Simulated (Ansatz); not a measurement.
Ideal-gas functions of C$_{2}$H$_{4}$OSi (`O=C=C[SiH3]`) at 500 K and 1 bar, from an Ansatz frequency run at PBE0-D4/def2-TZVP.

Molar mass 72.14 g/mol, point group Cs (symmetry number 1), electronic degeneracy 1, moments of inertia 20.449, 175.615, 190.229 u Å². Harmonic wavenumbers (cm⁻¹, unscaled): 108, 143, 417, 547, 589, 622, 686, 806, 931, 932, 964, 1067, 1332, 2219, 2224, 2239, 2252, 3209.

Use S(trans) = R[1.5 ln M + 2.5 ln T − 1.1517]; rotational temperatures θ = 24.2544 K / I; S(rot) = R[ln(√π/σ · √(T³/θAθBθC)) + 1.5]; for each mode x = 1.438777 ν̃/T, S = R[x/(eˣ − 1) − ln(1 − e⁻ˣ)] and H = RT x/(eˣ − 1); 1 cm⁻¹ = 0.0119627 kJ/mol; R = 8.31446 J/(mol·K).

Problem. By hand: the entropy, in J/(mol·K).

Solution. Translation 173.0. Rotation: θ = 1.1861, 0.1381, 0.1275 K, giving 110.8. Vibration, mode by mode: 18.06, 15.76, 7.28, 5.35, 4.86, 4.50, 3.89, 2.96, 2.23, 2.23, 2.07, 1.64, 0.89, 0.10, 0.10, 0.10, 0.10, 0.01, in all 72.1. Electronic 0.0. Sum 355.9 J/(mol·K).

Problem. By hand: H − E and G − E in kJ/mol, counted from the electronic energy.

Solution. Zero-point energy ½ × 21287 × 0.0119627 = 127.3; thermal vibration 19.8; translation, rotation and pV give 4 RT = 16.6. H − E = 163.7 kJ/mol, and G − E = 163.7 − 500 × 355.9/1000 = -14.2 kJ/mol.

Vibration gives 20 % of the entropy, 33.8 J/(mol·K) of it from the modes under 150 cm⁻¹: soft modes count most, and the harmonic formula is weakest for them.
